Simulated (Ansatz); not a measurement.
CH5Cl2NSi can be A, `C[Si](N)(Cl)Cl`, or B, `NC[SiH](Cl)Cl`.

Gas-phase electronic energies from Ansatz, PBE0-D4/def2-TZVP geometries. CCSD(T)/CBS is the MP2 limit (def2-TZVPP, def2-QZVPP) plus CCSD(T) − MP2 in def2-TZVPP, frozen cores. DFT in def2-TZVPP. One conformer a species, not always the lowest.

Which isomer does CCSD(T)/CBS put lower? Give the gap. (Estimate.)

The calculation gave: A, by 39.5 kcal/mol.

Give E(B) − E(A) in kcal/mol with PBE-D4, HF/def2-TZVPP, r2SCAN-D4, CCSD(T)/def2-TZVPP, ωB97M-V, CCSD/def2-TZVPP, PBE0-D4. (An estimate is asked.)

Computed: PBE-D4 36.4, HF/def2-TZVPP 40.0, r2SCAN-D4 39.6, CCSD(T)/def2-TZVPP 38.9, ωB97M-V 39.4, CCSD/def2-TZVPP 39.2, PBE0-D4 37.9. None reverses the order clearly.

Largest T1 diagnostic: 0.009.

From PBE to PBE0 (25 % exact exchange), in def2-TZVPP and without D4, E(B) − E(A) moves by +1.6 kcal/mol.
